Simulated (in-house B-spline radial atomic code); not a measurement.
Configurations of neutral palladium, with energies counted from [Kr] 4d10. All numbers are computed (scalar-relativistic (X2C) B97-1, spin-polarised, spherical fractional occupations; Fermi nucleus of rms radius 4.5318 fm) with an all-electron radial atomic-structure program (B-spline basis), not measured. Caution: exact exchange at fractional occupations of open shells leaves self-interaction of up to several eV. Shells without spins written out take the highest spin.

Occupations are held fixed; configurations that lie above the ionisation limit could autoionise.

| configuration | E - E(ref) (eV) | highest orbital | its <r> (bohr) |
| --- | --- | --- | --- |
| [Kr] 4d(5 up, 4 down) 5s(1 up, 0 down) | 2.4324 | 5s up | 3.204 |
| [Ar] 3d10 4s2 4p5 4d10 5s1 | 51.83 | 5s up | 3.199 |
| [Ar] 3d9 4s2 4p6 4d10 5p1 | 343.77 | 5p up | 5.197 |
| [Ar] 3d(4 up, 5 down) 4s2 4p6 4d10 4f(0 up, 1 down) | 346.29 | 4f down | 18.36 |

Problem. Order these further configurations by energy, lowest first.
A. [Kr] 4d9 5d1
B. [Ar] 3d10 4s2 4p(2 up, 3 down) 4d10 5p(0 up, 1 down)
C. [Ar] 3d10 4s2 4p5 4d10 4f1
D. [Ar] 3d10 4s2 4p(2 up, 3 down) 4d10 5d(0 up, 1 down)
E. [Kr] 4d9 4f1

Solution. A (8.489 eV), E (9.0775 eV), B (55.894 eV), D (57.885 eV), C (58.475 eV).
